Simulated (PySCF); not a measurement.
From one molecule to another.

First species: C₆H₁₁F₂NSi.
SMILES: `C=C(F)[C@@H]1C[C@@H](F)CN1[SiH3]`

Second species: C₆H₁₁F₂NSi.
Z-matrix (Å and degrees, GFN2-xTB geometry), rows numbered from 1:
```
F 
C   1  1.3925
C   2  1.5193  1  109.68
C   3  1.5274  2  108.32  1   -79.52
N   4  1.4505  3  106.98  2   -38.12
Si  5  1.7070  4  115.91  3    20.07
C   6  1.8827  2  112.37  1   -25.33
C   7  1.5083  6  117.98  2  -128.08
C   8  1.4848  7   59.78  6  -105.48
F   9  1.3701  7  117.66  8  -108.08
H   2  1.0909  1  105.30  3   119.93
H   3  1.0905  2  111.44  1    42.92
H   3  1.0900  2  107.36  1   162.38
H   4  1.0972  3  109.86  2    82.09
H   4  1.0946  3  110.75  2  -158.37
H   5  1.0055  4  115.73  3  -171.39
H   6  1.4706  2  111.13  1  -150.70
H   7  1.0821  6  118.13  2    20.48
H   8  1.0794  7  119.39  9  -107.38
H   8  1.0785  7  117.50  9   106.86
H   9  1.0831  7  122.29  8   111.13
```

Levels: PBE0/pcSseg-1 for HOMO energy, LUMO energy and HOMO–LUMO gap. Geometries: GFN2-xTB. All species are isolated and taken at one optimised geometry, non-relativistic unless stated; the electronic structure was computed with PySCF and density fitting.

Values for the first species:

```
HOMO energy   : -6.63 eV
LUMO energy   : 0.12 eV
HOMO–LUMO gap : 6.75 eV
```

Problem. Estimate the same properties for the second species, and the change in each.

Solution. 
```csv
property,first,second,second less first
HOMO energy,-6.63 eV,-6.56 eV,+0.07 eV
LUMO energy,0.12 eV,1.01 eV,+0.89 eV
HOMO–LUMO gap,6.75 eV,7.57 eV,+0.82 eV
```

One conformer stands for the species.
